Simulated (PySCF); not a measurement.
C₂BrCl₃. Atoms are numbered in the order given.

```xyz
6

Cl     2.0222    -0.9720     0.0000
C      0.2964    -1.0025     0.0000
Cl    -0.4132    -2.5787     0.0000
C     -0.4566     0.1189     0.0000
Cl    -2.1809     0.0623     0.0000
Br     0.3052     1.8459     0.0000
```

The structure is a stationary point at B3LYP-D3(BJ)/def2-SVP.

Computed with PySCF with PBE/pcSseg-1.

GIAO shieldings, no solvent; atoms listed in one row are averaged. δ = σ(ref) − σ: ³⁵Cl against HCl (σ = 936.5 ppm); ¹³C against TMS (σ = 182.0 ppm), references at their B3LYP-D3(BJ)/def2-TZVP geometries, non-relativistic (without spin–orbit terms, shifts of atoms bonded to Cl or Br come out too high).

Computed chemical shifts:
```csv
nucleus,atoms,count,δ (ppm)
³⁵Cl,Cl5,1,397.3
³⁵Cl,Cl1,1,393.7
³⁵Cl,Cl3,1,392.4
¹³C,C2,1,141.8
¹³C,C4,1,140.0
```
